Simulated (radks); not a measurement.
Values are calculated unless marked as measured or tabulated.
Problem. These are the eigenvalues of the occupied orbitals of an atom or ion with whole-number occupations (hartree). Code: a radial shooting solver on a logarithmic mesh with Libxc functionals. Model: non-relativistic Kohn-Sham, BLYP, spin-polarised, spherical densities, point nucleus.

orbital  eigenvalue
1s up     -206.1776
1s down   -205.8396
2s up     -42.13717
2s down   -41.49848
2p up     -39.97170

Which element is it, and in what charge state? The configuration may be excited. Open shells, if any, are filled with parallel spins first.

Solution. Z = 22, titanium, charge +16: Ti16+ in [He] 2s2 2p2. The list shows which subshells hold electrons but not how many an open one holds; the 1s level, -206.18 hartree, gives Z - s = 20.3 by -(Z - s)^2/2, which with screening narrows Z to a few neighbours, and the depths of the outer levels then fix element, charge and occupations together.
